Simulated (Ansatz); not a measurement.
Geometry optimisation, Ansatz, RKS B3LYP-D4/def2-SVP.

The input (input.yaml):

```yaml
crystal:
  periodic: [false, false, false]
  atoms:
    - { symbol: B, position_ang: [-0.5347, 1.3569, -0.5971] }
    - { symbol: Si, position_ang: [0.3646, -0.2719, -0.3536] }
    - { symbol: "N", position_ang: [2.02424, -0.11158, -0.96197] }
    - { symbol: Cl, position_ang: [0.4008, -0.81393, 1.62306] }
    - { symbol: H, position_ang: [-0.7259, 1.8297, -1.7149] }
    - { symbol: H, position_ang: [-1.0222, 1.9957, 0.3213] }
    - { symbol: H, position_ang: [-0.35548, -1.34018, -1.11733] }
    - { symbol: H, position_ang: [2.47486, -1.07304, -0.85268] }
    - { symbol: H, position_ang: [2.551, 0.58476, -0.42339] }
basis:
  gaussian: { orbitals: def2-SVP }
hamiltonian:
  xc: b3lyp
  dispersion: d4
relax:
  f_tol: 0.015
  max_steps: 40
output:
  orbitals: {}
```

Command:

```bash
$ ansatz run input.yaml --threads 1 --pin off --max-ram 2048MiB --backend cpu --events-out ev --progress --plain --runs-dir out
```

Task: Where does it end, and by what steps?

Result: The run converged. After 22 steps the energy has fallen by 0.502 eV; H5 moved furthest, 1.35 Å.

```
step  energy less start (eV)  largest force component (eV/Å)  accepted
   0                  0.0000                           2.593       yes
   1                 -0.2631                           1.177       yes
   2                 -0.3208                           0.417       yes
   3                 -0.3290                           0.776       yes
   4                 -0.3451                           0.535       yes
   5                 -0.3830                           0.144       yes
   6                 -0.4118                           0.151       yes
   7                 -0.4286                           0.377       yes
   8                 -0.4556                           0.149       yes
   9                 -0.4567                           0.351       yes
  10                 -0.4555                           0.734        no
  11                 -0.4741                           0.131       yes
  12                 -0.4834                           0.096       yes
  13                 -0.4915                           0.272       yes
  14                 -0.4911                           0.209        no
  15                 -0.4949                           0.086       yes
  16                 -0.4983                           0.119       yes
  17                 -0.4881                           0.334        no
  18                 -0.5008                           0.069       yes
  19                 -0.5011                           0.065       yes
  20                 -0.5014                           0.036       yes
  21                 -0.5016                           0.016       yes
  22                 -0.5016                           0.013       yes
```

```xyz
9
Properties=species:S:1:pos:R:3
B -0.590 1.394 -0.598
Si 0.421 -0.314 -0.578
N 2.125 -0.174 -0.740
Cl -0.289 -0.700 1.409
H -1.748 1.439 -0.924
H -0.085 2.385 -0.131
H 0.006 -1.483 -1.394
H 2.719 -0.996 -0.803
H 2.619 0.606 -0.317
```

Whether the end is a true minimum wasn't checked by a vibrational analysis.

Time of the run: 96 s on 1 thread of AMD EPYC 7R43 64-Core Processor (Zen 3), on a shared host, peak memory 0.19 GiB.
